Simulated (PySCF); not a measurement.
## PbCl3 at several levels of theory

All levels use the PBE0 minimum (doublet; Pb–Cl 2.448 Å (×3); Cl–Pb–Cl 109.4° (×3)), basis [Pb def2-TZVP with ECP60, Cl def2-TZVP], scalar-relativistic core potentials, density fitting, no spin–orbit coupling, PySCF. For vertical energies the ionised species is a singlet (spins chosen at PBE0 and kept). Atomisation goes to high-spin ground-configuration atoms, without zero-point energy. Open shells are unrestricted, also as the reference of the correlated levels. A dash marks a value that was not computed or is not defined at that level.

```
 level  atomisation (kJ/mol)  vertical IP (eV)  −ε(HOMO) (eV)  dipole (D)
  PBE0                     ?                 ?              ?           ?
    HF                   518              9.99          10.83        2.86
   MP2                     ?                 ?              –           –
   PBE                   916              9.77           7.05        2.25
r2SCAN                   895             10.06           7.45        2.39
 B3LYP                   836             10.06           7.96        2.42
 TPSSh                   878                 –           7.58        2.42
```

(1) Fill in the row of PBE0.

(2) Fill in the row of MP2.

Answers

(1) atomisation (kJ/mol) 864, vertical IP (eV) 10.10, −ε(HOMO) (eV) 8.19, dipole (D) 2.47.

(2) atomisation (kJ/mol) 840, vertical IP (eV) 10.02.

Spin–orbit coupling, left out here, can matter for elements this heavy.
